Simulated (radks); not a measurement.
Results of a calculation; reference values are marked as such.
Ionisation of the copper ion Cu+, [Ar] 3d10, to [Ar] 3d9 as the strength of local exchange is varied. Level of theory: scalar-relativistic Kohn-Sham, Slater X-alpha exchange (alpha = 2/3 is LDA exchange), no correlation, spin-polarised, spherical densities, finite nucleus; Fermi nuclear charge, rms radius 3.8823 fm (a radial shooting solver on a logarithmic mesh with Libxc functionals).

alpha  E(Cu+) (hartree)  exchange (hartree)  IE (eV)  -e of the level emptied (eV)  <r> of it (bohr)
0.558       -1639.32717           -51.66672   18.001                   11.067 (3d)             1.058
0.631       -1646.10733           -58.69844   19.259                   12.097 (3d)             1.034
0.633       -1646.29353           -58.89197   19.294                   12.126 (3d)             1.033
0.64        -1646.94543           -59.56971   19.418                   12.228 (3d)             1.031
0.667       -1649.46258           -62.18925   19.903                   12.630 (3d)             1.023
0.697       -1652.26448           -65.10991   20.453                   13.087 (3d)             1.014
0.877       -1669.18747           -82.85513   23.986                   16.084 (3d)            0.9638

NIST Atomic Spectra Database: 20.292 eV (measured). The Delta-SCF value meets it near alpha = 0.69. Open shells are spherical and high-spin; term and fine-structure splittings are not resolved.
